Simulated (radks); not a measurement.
Spherical jellium clusters: N electrons in a uniform positive sphere of charge N and radius rs N^(1/3), rs = 2.32 bohr. Calculated with a radial shooting solver with Libxc functionals: non-relativistic Kohn-Sham, LDA (Slater exchange, Perdew-Wang correlation), spin-polarised, spherical densities. Levels are named by radial order and angular momentum (1s, 1p, 1d, 2s, ...), and open shells are averaged over m.

N = 27, configuration 1s2 1p6 1d10 2s2 1f(up 7, down 0). This is the lowest configuration that the search found. Occupied and some empty levels:

| level | occupation | eigenvalue (eV) | <r> (bohr) |
|---|---|---|---|
| 1s up | 1 | -10.856 | 4.114 |
| 1s down | 1 | -10.474 | 3.924 |
| 1p up | 3 | -8.7761 | 5.020 |
| 1p down | 3 | -8.1945 | 4.915 |
| 1d up | 5 | -6.3062 | 5.695 |
| 1d down | 5 | -5.6226 | 5.665 |
| 2s up | 1 | -5.4981 | 4.974 |
| 2s down | 1 | -5.0770 | 5.079 |
| 1f up | 7 | -3.5560 | 6.350 |
| 1f down | 0 | -2.8504 | 6.411 |
| 2p up | 0 | -2.6801 | 6.414 |
| 2p down | 0 | -2.2964 | 6.579 |
| 1g up | 0 | -0.70048 | 7.265 |
| 2d up | 0 | -0.54048 | 9.243 |
| 2d down | 0 | -0.28533 | 10.12 |
| 1g down | 0 | -0.075463 | 7.649 |

Energy (eV): total -22.2507, kinetic 127.41, external -3316.3, Hartree 1612.1, exchange-correlation -155.54, background 1710.1.
